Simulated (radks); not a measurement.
Task: Valence configurations of Os2+ (all share [Xe]). All-electron calculation, scalar-relativistic Kohn-Sham, r2SCAN, spin-polarised, spherical densities, finite nucleus; open shells are filled with parallel spins first (spin-orbit coupling, left out, can overturn this in heavy ions); meta-GGA in the generalised Kohn-Sham scheme; Fermi nuclear charge, rms radius 5.4126 fm. Program: a radial shooting solver on a logarithmic mesh with Libxc functionals. Order these by energy: 4f14 5d5 6p1; 4f14 5d4 6p2; 4f13 5d6 6s1; 4f13 5d6 6p1; 4f13 5d5 6s2; 4f13 5d7; 4f14 5d5.5 6p0.5; 4f14 5d6; 4f14 5d5 6s1; 4f12 5d6 6s2.

Result: From the lowest, in eV above it: 4f14 5d5 6s1 0.000; 4f14 5d6 1.179; 4f14 5d5.5 6p0.5 4.764; 4f14 5d5 6p1 8.313; 4f14 5d4 6p2 21.626; 4f13 5d7 53.478; 4f13 5d6 6s1 54.505; 4f13 5d5 6s2 58.715; 4f13 5d6 6p1 62.936; 4f12 5d6 6s2 122.51. NIST lists [Xe] 4f14 5d6 as the ground configuration; this level of theory puts 4f14 5d5 6s1 lower, by 1.179 eV. The energies are those of spherical high-spin densities, not of single terms.
